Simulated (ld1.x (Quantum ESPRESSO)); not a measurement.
# tungsten, TM: configuration errors across variants

W (Z = 74), norm-conserving Troullier–Martins (Kleinman–Bylander form), made with ld1.x (Quantum ESPRESSO) 7.5 (PBE, scalar-relativistic). Core [Xe] 4f14, reference 5d4 6s1 6p1. Waves: 6p (bound): rc 3.45 bohr; 5d (bound): rc 1.95 bohr; 6s (bound): rc 2.20 bohr. Local part: the s channel. Core correction: Bessel-smoothed model core inside 1.20 bohr.

All-electron excitation energies from the reference (eV): (1) 5d4 6s2 6p0 -4.495; (2) 5d4 6s1 6p0 4.388; (3) 5d4 6s0 6p0 20.068; (4) 5d4 6s0 6p2 4.764; (5) 5d2 6s0 6p0 82.661; (6) 5d4.5 6s1.5 6p0 -3.800; (7) 5d3 6s2 6p0 4.335.

A true bound ghost makes a file unfit for plane-wave use even where its test errors are small: the radial tests pick states by their node count and pass the ghost by.

Errors AE − PS in meV (a dash: test not solved or not reliable):

| change | (1) | (2) | (3) | (4) | (5) | (6) | (7) | bound ghosts |
| --- | --- | --- | --- | --- | --- | --- | --- | --- |
| base | -2.1 | -7.2 | -32 | -6.0 | -668 | -23 | -41 | none |
| wave 6p (bound): rc 3.45 bohr becomes 6p (bound): rc 2.68 bohr | -1.3 | -6.1 | -32 | -4.5 | -693 | -19 | -47 | none |
| wave 6p (bound): rc 3.45 bohr becomes 6p (bound): rc 3.02 bohr | -1.9 | -7.0 | -32 | -5.7 | -672 | -22 | -42 | none |
| wave 6p (bound): rc 3.45 bohr becomes 6p (bound): rc 3.24 bohr | -2.2 | -7.2 | -32 | -6.3 | -666 | -23 | -41 | none |
| wave 6p (bound): rc 3.45 bohr becomes 6p (bound): rc 3.70 bohr | -1.6 | -7.2 | -33 | -5.3 | -674 | -22 | -42 | none |
| wave 6p (bound): rc 3.45 bohr becomes 6p (bound): rc 4.18 bohr | +1.0 | -7.8 | -39 | -1.6 | -710 | -17 | -48 | none |
| wave 6p (bound): rc 3.45 bohr becomes 6p (bound): rc 4.46 bohr | +3.4 | -9.0 | -46 | +1.7 | -744 | -13 | -54 | none |
| wave 6p (bound): rc 3.45 bohr becomes 6p (bound): rc 4.90 bohr | +7.1 | -12 | -58 | +6.4 | -800 | -7.0 | -64 | none |
| wave 6p (bound): rc 3.45 bohr becomes 6p (bound): rc 5.24 bohr | +8.9 | -14 | -65 | +8.6 | -830 | -3.9 | -69 | none |

Question: Give the same row for: wave 6p (bound): rc 3.45 bohr becomes 6p (bound): rc 2.26 bohr.

Answer: -3.5, -3.2, -26, -6.5, -758, -13, -68; bound ghosts: p.
